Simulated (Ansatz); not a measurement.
Reaction (redistribution): `[BH2][GaH2]` + `CC#CC[SiH3]` → `[SiH3][CH2][GaH2]` + `BC#CC`

Isolated molecules relaxed with PBE0-D4/def2-TZVP in Ansatz; ΔE leaves out vibrations. CCSD(T)/CBS adds triple-zeta CCSD(T) − MP2 to the extrapolated MP2 energy (def2 sets, frozen cores). Functionals use def2-TZVPP. B3LYP here is the variant with VWN-RPA as its local correlation; programs differ in this. For Ga outer-core shells are correlated without core-valence functions, which leaves a few kJ/mol of doubt a bond. Scalar relativity is left out up to krypton.

**Question.** Is it downhill or uphill in electronic energy at CCSD(T)/CBS, and by how much? (Best estimate.)

**Answer.** Ansatz gave: Downhill: ΔE = -103.1 kJ/mol.

**Question.** What do these levels give: r2SCAN-D4, PBE0-D4, B3LYP-D4, r2SCANh-D4, r2SCAN0-D4, BHLYP-D4, ωB97M-V, B3LYP, r2SCANh, r2SCAN0, HF/def2-TZVPP, MP2/def2-TZVPP? (An estimate is asked.)

**Answer.** Ansatz gave: r2SCAN-D4 -106.5, PBE0-D4 -98.5, B3LYP-D4 -103.5, r2SCANh-D4 -105.5, r2SCAN0-D4 -103.9, BHLYP-D4 -103.6, ωB97M-V -102.0, B3LYP -102.2, r2SCANh -105.6, r2SCAN0 -103.9, HF/def2-TZVPP -99.1, MP2/def2-TZVPP -108.8 kJ/mol.

Largest T1 diagnostic among the species: 0.014.

In def2-TZVPP, CCSD(T) changes the Hartree–Fock value by −3.4 kJ/mol (the triples alone add −2.8 kJ/mol) and MP2 by −9.7 kJ/mol. Leaving LDA and LC-ωPBE aside and taking each functional with its dispersion term where it has one, the values, not all of them listed here, spread over 11.1 kJ/mol, from B97M-V to ωB97X-V. At CCSD(T), def2-SVP lies +6.9 kJ/mol from the extrapolated value and def2-TZVPP +0.6 kJ/mol.
